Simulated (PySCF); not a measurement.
# What a mistake does to a calculation on BGeH4OSi cation

These are calculations, not measurements. They come from PySCF 2.14.0, an open-source quantum chemistry program, on an isolated molecule that a program drew, which may never have been made. The molecule is BGeH4OSi cation (charge +1, singlet), drawn as the SMILES string `O=[B][GeH2][SiH2+]`.

Each row is a Hartree-Fock (HF) and frozen-core CCSD(T) single point in the cc-pV(D+d)Z basis, meant for a local HF minimum. Run 1 is clean. Each other run has one planted mistake out of seven kinds, and not every kind appears here: one electron removed, one electron added, multiplicity raised by two, geometry at a saddle point, minimal basis STO-3G, one bond length entered in bohr, all coordinates scaled. The reference is restricted for singlets and unrestricted otherwise, and also for a bond in bohr. Adding or removing an electron swaps singlet and doublet. Electrons count all cores. HOMO and LUMO are orbital energies over both spins, the gradient is its largest component, and the lowest frequency (negative if imaginary) is given only where the gradient is small. Bond lengths are over the 7 bonds as drawn. T1 is the CCSD diagnostic: over 0.02 (restricted) or 0.045 (unrestricted) a single reference is doubtful. Germanium has the cc-pVDZ-PP basis, with a core potential (ECP10MDF) in place of its 10 inner electrons, and its 3s, 3p and 3d shells are frozen in CCSD(T).

Geometry of the clean run:
```xyz
8
BGeH4OSi cation, angstrom
O     0.1420    1.6497   -3.6100
B     0.1795    1.4573   -2.4482
Ge    0.1962    0.8879   -0.4788
Si   -0.2772   -1.5137   -0.7140
H     1.5641    0.9571    0.1662
H    -0.9606    1.4394    0.3272
H    -1.6361   -2.0707   -0.7199
H     0.7704   -2.5276   -0.8908
```

| run | electrons | basis functions | <S^2> | HOMO (eV) | LUMO (eV) | gradient (hartree/bohr) | lowest frequency (cm^-1) | mean bond (Å) | longest bond (Å) | T1 | HF (hartree) | CCSD(T) (hartree) | mistake |
|---|---|---|---|---|---|---|---|---|---|---|---|---|---|
| 1 | 62 | 94 | 0.000 | -17.32 | -6.25 | 1.2e-05 | 40 | 1.6646 | 2.459 | 0.0194 | -683.93495 | -684.42136 | no fault |
| 2 | 61 | 94 | 0.756 | -21.94 | -13.20 | 1.9e-01 | - | 1.6646 | 2.459 | 0.0532 | -683.38305 | -683.80708 | one electron removed |
| 3 | 62 | 94 | 2.013 | -14.37 | -8.93 | 6.6e-02 | - | 1.6646 | 2.459 | 0.0243 | -683.82762 | -684.30896 | ? |
| 4 | 63 | 94 | 0.772 | -8.03 | 1.24 | 3.1e-02 | - | 1.6646 | 2.459 | 0.0182 | -684.19631 | -684.69482 | ? |

**Which mistake was planted in run 3, and what did it cost?**

Electrons, basis and geometry are unchanged, and <S^2> is 2.013, beside S(S+1) = 2.00 for a multiplicity of 3. So the mistake is: multiplicity raised by two. Subtracting run 1 and multiplying by 627.51 kcal/mol a hartree, the energy moved by 67.4 kcal/mol in HF and 70.5 kcal/mol in CCSD(T).

**Which mistake was planted in run 4, and what did it cost?**

It counts 63 electrons, one more than the clean run, at the same geometry and basis. So the mistake is: one electron added. Subtracting run 1 and multiplying by 627.51 kcal/mol a hartree, the energy moved by -164.0 kcal/mol in HF and -171.6 kcal/mol in CCSD(T).

Cautions from the logs. Run 2: T1 is over the limit, so its CCSD(T) energy is less reliable.
